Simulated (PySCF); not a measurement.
F2OTa (SMILES [O]=[Ta+]([F])[F]), charge +1, singlet, geometry from GFN2-xTB (such geometries of metal compounds can be far from the true shape) (the multiplicity is a formal guess) (core potentials on Ta), with bond 3-1 at 1.3 times its length; BLYP/def2-SVP run with PySCF.

Input for PySCF:
```python
from pyscf import gto, scf, dft

mol = gto.Mole()
mol.atom = '''
    Ta    0.111238    0.174881    0.068895
    O     1.320454   -0.965334   -0.491876
    F    -1.284116   -1.153288    1.610681
    F    -1.113889    0.286381   -1.376473
'''
mol.basis = 'def2-svp'
mol.ecp = {'Ta': 'def2-svp'}
mol.charge = 1
mol.spin = 0
mol.verbose = 4
mol.build()

mf = dft.RKS(mol)
mf.xc = 'blyp'
mf.kernel()
mf.analyze()
```

It wrote (shortened):

```
PySCF version 2.14.0

[INPUT] verbose = 4
[INPUT] num. atoms = 4
[INPUT] num. electrons = 38
[INPUT] charge = 1
[INPUT] spin (= nelec alpha-beta = 2S) = 0
[INPUT] symmetry False subgroup None
[INPUT] Mole.unit = angstrom
[INPUT] Symbol           X                Y                Z      unit          X                Y                Z       unit  Magmom
[INPUT]  1 Ta     0.111238000000   0.174881000000   0.068895000000 AA    0.210209354644   0.330477194390   0.130192681352 Bohr   0.0
[INPUT]  2 O      1.320454000000  -0.965334000000  -0.491876000000 AA    2.495296420086  -1.824216878731  -0.929510927247 Bohr   0.0
[INPUT]  3 F     -1.284116000000  -1.153288000000   1.610681000000 AA   -2.426627552172  -2.179398462747   3.043745964041 Bohr   0.0
[INPUT]  4 F     -1.113889000000   0.286381000000  -1.376473000000 AA   -2.104945143166   0.541181657279  -2.601156987858 Bohr   0.0

nuclear repulsion = 126.606627526769
number of shells = 30
number of NR pGTOs = 129
number of NR cGTOs = 74
basis = def2-svp
ecp = {'Ta': 'def2-svp'}

******** <class 'pyscf.dft.rks.RKS'> ********
method = RKS
initial guess = minao
damping factor = 0
level_shift factor = 0
DIIS = <class 'pyscf.scf.diis.CDIIS'>
diis_start_cycle = 1
diis_space = 8
diis_damp = 0
SCF conv_tol = 1e-09
SCF conv_tol_grad = None
SCF max_cycles = 50
direct_scf = True
direct_scf_tol = 1e-13
XC library pyscf.dft.libxc version 7.1.2
    S. Lehtola, C. Steigemann, M. J. T. Oliveira, and M. A. L. Marques,  SoftwareX 7, 1–5 (2018)
XC functionals = blyp
    A. D. Becke,  Phys. Rev. A 38, 3098 (1988)
    C. Lee, W. Yang, and R. G. Parr,  Phys. Rev. B 37, 785 (1988)
    B. Miehlich, A. Savin, H. Stoll, and H. Preuss,  Chem. Phys. Lett. 157, 200 (1989)
radial grids:
    Treutler-Ahlrichs [JCP 102, 346 (1995); DOI:10.1063/1.469408] (M4) radial grids

becke partition: Becke, JCP 88, 2547 (1988); DOI:10.1063/1.454033
pruning grids: <function nwchem_prune>
grids dens level: 3
symmetrized grids: False
atomic radii adjust function: <function treutler_atomic_radii_adjust>
small_rho_cutoff = 0
Set gradient conv threshold to 3.16228e-05
Initial guess from minao.
tot grids = 66616
init E= -318.957933234518
  HOMO = -0.57403997024652  LUMO = -0.459425438527769  gap/eV = 3.11882
cycle= 1 E= -331.25083325778  delta_E= -12.3  |g|= 0.974  |ddm|= 7.87
  HOMO = -0.407915225285958  LUMO = -0.330057468934072  gap/eV = 2.11862
cycle= 2 E= -315.896124543522  delta_E= 15.4  |g|= 5.98  |ddm|= 5.79
  HOMO = -0.461505929684066  LUMO = -0.380971196912586  gap/eV = 2.19146
cycle= 3 E= -331.183278536772  delta_E= -15.3  |g|= 1.09  |ddm|= 5.56
  HOMO = -0.423567762160983  LUMO = -0.407097685242396  gap/eV = 0.44817
cycle= 4 E= -330.327299549567  delta_E= 0.856  |g|=  2.4  |ddm|= 2.31
  HOMO = -0.480756402675582  LUMO = -0.43417640933701  gap/eV = 1.26751
cycle= 5 E= -331.368623491853  delta_E= -1.04  |g|= 0.612  |ddm|= 1.44
  HOMO = -0.447157966959886  LUMO = -0.439214312606651  gap/eV = 0.21616
cycle= 6 E= -330.075510854901  delta_E= 1.29  |g|= 2.62  |ddm|= 1.68
  HOMO = -0.444487204782831  LUMO = -0.43718980181277  gap/eV = 0.19857
cycle= 7 E= -329.98654458793  delta_E= 0.089  |g|= 2.69  |ddm|= 0.0646
  HOMO = -0.444570576067604  LUMO = -0.437284179872741  gap/eV = 0.19827
cycle= 8 E= -330.145908730158  delta_E= -0.159  |g|= 2.55  |ddm|= 0.146
  HOMO = -0.447198025860779  LUMO = -0.438815561322406  gap/eV = 0.22810
cycle= 9 E= -330.282308664648  delta_E= -0.136  |g|= 2.42  |ddm|= 0.116
  HOMO = -0.459115044194805  LUMO = -0.452648276666905  gap/eV = 0.17597
cycle= 10 E= -329.616360591865  delta_E= 0.666  |g|= 2.94  |ddm|= 0.656
  HOMO = -0.515750508770705  LUMO = -0.438595345229722  gap/eV = 2.09950
cycle= 11 E= -331.403433689126  delta_E= -1.79  |g|= 0.42  |ddm|=  2.2
  HOMO = -0.490319400532621  LUMO = -0.44348512328742  gap/eV = 1.27443
cycle= 12 E= -331.433092677207  delta_E= -0.0297  |g|= 0.183  |ddm|= 0.436
  HOMO = -0.504157612417811  LUMO = -0.445082347477371  gap/eV = 1.60752
cycle= 13 E= -331.437733523194  delta_E= -0.00464  |g|= 0.123  |ddm|= 0.212
  HOMO = -0.498662238497187  LUMO = -0.441270645337323  gap/eV = 1.56170
cycle= 14 E= -331.440762301767  delta_E= -0.00303  |g|= 0.0205  |ddm|= 0.0842
  HOMO = -0.498464465570878  LUMO = -0.441664922064632  gap/eV = 1.54559
cycle= 15 E= -331.440838373892  delta_E= -7.61e-05  |g|= 0.00545  |ddm|= 0.0161
  HOMO = -0.498740794014391  LUMO = -0.441701286082374  gap/eV = 1.55212
cycle= 16 E= -331.440844132454  delta_E= -5.76e-06  |g|= 0.00182  |ddm|= 0.00321
  HOMO = -0.498793557611517  LUMO = -0.441663053775649  gap/eV = 1.55460
cycle= 17 E= -331.440844889298  delta_E= -7.57e-07  |g|= 0.000203  |ddm|= 0.00139
  HOMO = -0.498810111509363  LUMO = -0.441656072513474  gap/eV = 1.55524
cycle= 18 E= -331.440844897266  delta_E= -7.97e-09  |g|= 0.000119  |ddm|= 0.000345
  HOMO = -0.498805624206764  LUMO = -0.441659366723098  gap/eV = 1.55503
cycle= 19 E= -331.440844900847  delta_E= -3.58e-09  |g|= 1.68e-05  |ddm|= 0.00011
  HOMO = -0.498804657228651  LUMO = -0.441659039361124  gap/eV = 1.55501
cycle= 20 E= -331.440844900914  delta_E= -6.67e-11  |g|= 1.6e-06  |ddm|= 1.46e-05
  HOMO = -0.49880543952171  LUMO = -0.441658886088295  gap/eV = 1.55504
Extra cycle  E= -331.440844900876  delta_E= 3.77e-11  |g|= 1.24e-05  |ddm|= 1.3e-05
converged SCF energy = -331.440844900876
**** SCF Summaries ****
Total Energy =                        -331.440844900875845
Nuclear Repulsion Energy =             126.606627526769103
One-electron Energy =                 -720.112228081202602
Two-electron Energy =                  262.064755653557654
Two-electron Coulomb Energy =          297.787079915437175
DFT Exchange-Correlation Energy =      -35.722324261879493
HOMO-LUMO gap [eV] =                     1.555036925189209
**** MO energy ****
MO #1   energy= -24.572661206805   occ= 2
MO #2   energy= -24.4790132716822  occ= 2
MO #3   energy= -19.0866745765615  occ= 2
MO #4   energy= -2.98172938943549  occ= 2
MO #5   energy= -1.7716878772609   occ= 2
MO #6   energy= -1.76485565397319  occ= 2
MO #7   energy= -1.7591397226439   occ= 2
MO #8   energy= -1.29104968707517  occ= 2
MO #9   energy= -1.16796488528851  occ= 2
MO #10  energy= -1.07733117624168  occ= 2
MO #11  energy= -0.670509755834559 occ= 2
MO #12  energy= -0.641394553379312 occ= 2
MO #13  energy= -0.63777112849697  occ= 2
MO #14  energy= -0.59198264941801  occ= 2
MO #15  energy= -0.587962689442457 occ= 2
MO #16  energy= -0.566813648519596 occ= 2
MO #17  energy= -0.549811426868458 occ= 2
MO #18  energy= -0.506542339748805 occ= 2
MO #19  energy= -0.49880543952171  occ= 2
MO #20  energy= -0.441658886088295 occ= 0
MO #21  energy= -0.412264147469131 occ= 0
MO #22  energy= -0.392020580180638 occ= 0
MO #23  energy= -0.365348390792331 occ= 0
MO #24  energy= -0.324231479345439 occ= 0
MO #25  energy= -0.286880744488943 occ= 0
MO #26  energy= -0.179858582303529 occ= 0
MO #27  energy= -0.16134992578123  occ= 0

WARN: System has nonzero charge 1; the dipole moment is origin-dependent.
Location of origin: [0. 0. 0.]

Dipole moment(X, Y, Z, Debye):  2.27561,  5.06892,  1.03528
```
